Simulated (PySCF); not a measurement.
# Vibration and rotation of SrP

UHF-CCSD(T) constants of SrP, ⁴Σ⁻ (quartet), unpaired electrons σ ↑, π ↑↑ (basis Sr def2-SVPD with ECP28, P def2-SVPD; scalar-relativistic core potentials; PySCF 2.14; masses 87.9056 and 30.9738 u):

| Quantity | Value |
| --- | --- |
| ωe | 216.4 cm⁻¹ |
| ωexe | 1.2 cm⁻¹ |
| Be | 0.082475 cm⁻¹ |
| αe | 0.000481 cm⁻¹ |
| D (centrifugal) | 4.79e-08 cm⁻¹ |
| De to Sr + P | 0.76 eV |

**Question.** Give the vibrational terms G(v) and spacings up to v = 6.

**Answer.** G(v) = ωe(v+½) − ωexe(v+½)².

```
v  G(v) (cm⁻¹)  G(v) − G(v−1)  Bv (cm⁻¹)
0        107.9                   0.08223
1        321.9          214.0    0.08175
2        533.5          211.6    0.08127
3        742.7          209.2    0.08079
4        949.5          206.8    0.08031
5       1153.9          204.4    0.07983
6       1355.9          202.0    0.07935
```

**Question.** How well does the Morse estimate ωe²/(4ωexe) reproduce De, and what is D0?

**Answer.** It gives 1.21 eV, 159 % of the computed De. D0 = De − G(0) = 0.76 − 0.01 = 0.75 eV.

Correlated steps freeze 5 core orbitals. Correlated levels converge slowly with the basis: in double zeta they bind strong bonds too weakly, by up to about 1 eV, and carry superposition errors of some tenths. Spin–orbit coupling is left out. The state is the lowest determinant that a PBE0 search found; another state may lie lower at other levels.
